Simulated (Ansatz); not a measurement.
`CB[Se]C` + H₂ → `C[SeH]` + `BC` at 600 K and 1 bar (hydrogenolysis of the Se–B bond).

Calculated with Ansatz (gas phase, PBE0-D4/def2-TZVP geometries, no zero-point term in ΔE). CCSD(T)/CBS is the MP2 limit (def2-TZVPP, def2-QZVPP) plus CCSD(T) − MP2 in def2-TZVPP, frozen cores. This one scheme is used for every species. For Se outer-core shells are correlated without core-valence functions, which leaves a few kJ/mol of doubt a bond. Scalar relativity is left out up to krypton. Each species was taken in one conformer, which may not be the lowest.

```json
{"species": "`CB[Se]C`", "CCSD(T)/CBS energy (Eh)": "-2505.84508", "H − E (kJ/mol)": "287.0", "S (J/(mol·K))": "428.2"}
{"species": "H₂", "CCSD(T)/CBS energy (Eh)": "-1.17544", "H − E (kJ/mol)": "43.9", "S (J/(mol·K))": "150.8"}
{"species": "`C[SeH]`", "CCSD(T)/CBS energy (Eh)": "-2441.15625", "H − E (kJ/mol)": "149.5", "S (J/(mol·K))": "312.9"}
{"species": "`BC`", "CCSD(T)/CBS energy (Eh)": "-65.83255", "H − E (kJ/mol)": "180.5", "S (J/(mol·K))": "296.9"}
```

H − E and S are ideal-gas, rigid-rotor, harmonic terms from PBE0-D4/def2-TZVP, for one conformer and one mirror image of each species. For small species the MP2-based limit differs from directly extrapolated CCSD(T) by up to some mEh (0.8 for H₂); such offsets cancel only in part. 1 Eh = 2625.50 kJ/mol, R = 8.31446 J/(mol·K).

By hand: ΔE, ΔH, ΔS and ΔG.

ΔE = (-2441.15625) + (-65.83255) − (-2505.84508) − (-1.17544) = 0.03172 Eh = 83.3 kJ/mol. Δ(H − E) = 149.5 + 180.5 − 287.0 − 43.9 = -0.9, so ΔH = 82.4 kJ/mol. ΔS = 312.9 + 296.9 − 428.2 − 150.8 = 30.8 J/(mol·K). ΔG = 82.4 − 600 × (30.8)/1000 = 63.9 kJ/mol.

By hand: the equilibrium constant, and the temperature at which ΔG would vanish if ΔH and ΔS stayed fixed.

log₁₀ K = −ΔG/(RT ln 10) = -5.6. ΔG = 0 at ΔH/ΔS = 2675 K, far beyond where these terms or the molecules hold.

ΔH outweighs TΔS. A doubt of 5 kJ/mol in ΔE shifts log₁₀ K by 0.4 here. Other conformers and mirror images would add mixing entropy, several J/(mol·K) or more a flexible species. These are equilibria of isolated gas molecules and say nothing of rates. Largest T1 diagnostic: 0.012 (customary marks: 0.02 for closed shells, 0.045 for open ones).
